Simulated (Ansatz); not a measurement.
C2H7BGeO2 (SMILES OB(O)/C=[CH]/[GeH3]), singlet, geometry from GFN2-xTB, with bond 12-5 at 1.8 times its length; SC-NEVPT2/STO-3G, CASSCF(6,5) (Ansatz, a first-principles code).

Ansatz was given this input:
Ansatz 0.2 input:
```yaml
crystal:
  periodic: [false, false, false]
  atoms:
    - {symbol: Ge, position_ang: [1.99891468, -0.14196119, 0.32406642]}
    - {symbol: C, position_ang: [0.06182033, -0.28068753, 0.36096569]}
    - {symbol: C, position_ang: [-0.76311206, 0.33581770, -0.48542135]}
    - {symbol: B, position_ang: [-2.33724421, 0.23909411, -0.47192545]}
    - {symbol: O, position_ang: [-3.04473497, -0.51525628, 0.41407184]}
    - {symbol: O, position_ang: [-3.01886032, 0.94786765, -1.39475366]}
    - {symbol: H, position_ang: [2.52787738, 0.39622003, 1.61704813]}
    - {symbol: H, position_ang: [2.45325663, 0.74937143, -0.78154984]}
    - {symbol: H, position_ang: [2.63463929, -1.48542754, 0.14418477]}
    - {symbol: H, position_ang: [-0.35301029, -0.91368501, 1.14066989]}
    - {symbol: H, position_ang: [-0.32529268, 0.96262590, -1.25389353]}
    - {symbol: H, position_ang: [-2.11764425, -1.39580885, 1.56447558]}
    - {symbol: H, position_ang: [-3.97032208, 0.85096282, -1.33795387]}
basis:
  gaussian:
    orbitals: STO-3G
magnetization: {spin_polarized: false}
correlation: {method: sc_nevpt2, electrons: all, active_space: {window: {electrons: 6, orbitals: 5}}}
```

What the program printed (banner, timings and long lists left out):

```
Functional definition: HF
632 factors; integrals over basis functions are off by at most 7.3e-5 eV
mean field evaluation 1: about -62651.4097 eV, gradient 3.3e1 eV
mean field evaluation 2: about -62651.5491 eV, gradient 3.3e1 eV
mean field evaluation 4: about -62656.2363 eV, gradient 3.5e0 eV
mean field evaluation 8: about -62656.2947 eV, gradient 8.2e-4 eV
mean field -62656.29471595 eV, -2302.5763608493 hartree, gradient 4.2e-6 eV, S^2 0.000000; 0 other end points of the search recorded, 0 dependent functions left out; unrestricted orbitals would lower it
reference -62656.29471595 eV, -2302.5763608493 hartree; 36, 36 occupied and 14, 14 virtual orbitals, 632 factors
state -62660.42174339 eV, -2302.7280263102 hartree
state -62660.42174339 eV, -2302.7280263102 hartree; corrected -62666.53079195 eV, -2302.9525297039 hartree
state -62660.40181730 eV, -2302.7272940399 hartree
state -62660.40181730 eV, -2302.7272940399 hartree; corrected -62666.51978574 eV, -2302.9521252332 hartree
state -62660.42174339 eV, -2302.7280263102 hartree; corrected -62666.53079195 eV, -2302.9525297039 hartree
the orbitals are reached from a further start. From the first start the search ends at -62660.40158323 eV, -2302.7272854382 hartree
Total energy: -62666.53079195 eV, -2302.9525297039 hartree
```
